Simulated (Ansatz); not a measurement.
`[Cl][Sn]([Cl])([Cl])[Br]` → Br• + `[Cl][Sn]([Cl])[Cl]`•  (homolysis of the Br–Sn bond)

Calculated with Ansatz (gas phase, PBE0-D4/def2-TZVP geometries, no zero-point term in ΔE). CCSD(T)/CBS adds triple-zeta CCSD(T) − MP2 to the extrapolated MP2 energy (def2 sets, frozen cores). Functionals use def2-TZVPP. HSE06 is defined as in plane-wave codes. Open shells (•) are unrestricted, without spin–orbit coupling. Spin–orbit coupling would lower the free atoms: clearly for Br. def2 core potentials past Kr. For Br, Sn outer-core shells are correlated without core-valence functions, so the limit isn't a true one: a few kJ/mol of doubt a bond, and 10 to 20 or more in all where bonds break to atoms. Scalar relativity is left out up to krypton.

CCSD(T)/CBS gives +333.6 kJ/mol.

(1) Another level gave +294.0 kJ/mol. Which?
A. BHLYP/def2-TZVPP
B. HSE06-D4/def2-TZVPP
C. CAM-B3LYP-D4/def2-TZVPP
D. PBE-QIDH/def2-TZVPP

Largest T1 diagnostic among the species: 0.015.

Results:

(1) C. CAM-B3LYP-D4 294.0, HSE06-D4 306.1, PBE-QIDH 318.4, BHLYP 279.1 kJ/mol.

In def2-TZVPP, CCSD(T) changes the Hartree–Fock value by +90.7 kJ/mol (the triples alone add +9.6 kJ/mol) and MP2 by +112.9 kJ/mol; breaking electron pairs costs correlation energy, which Hartree–Fock lacks. At CCSD(T), def2-SVP lies −38.4 kJ/mol from the extrapolated value and def2-TZVPP −24.7 kJ/mol: correlation converges slowly with the basis, and small sets miss more of it in the bonded molecule than in its fragments.

CCSD(T)/CBS has its own doubt, a few kJ/mol and more with outer-core shells, so smaller differences from it don't rank the levels.
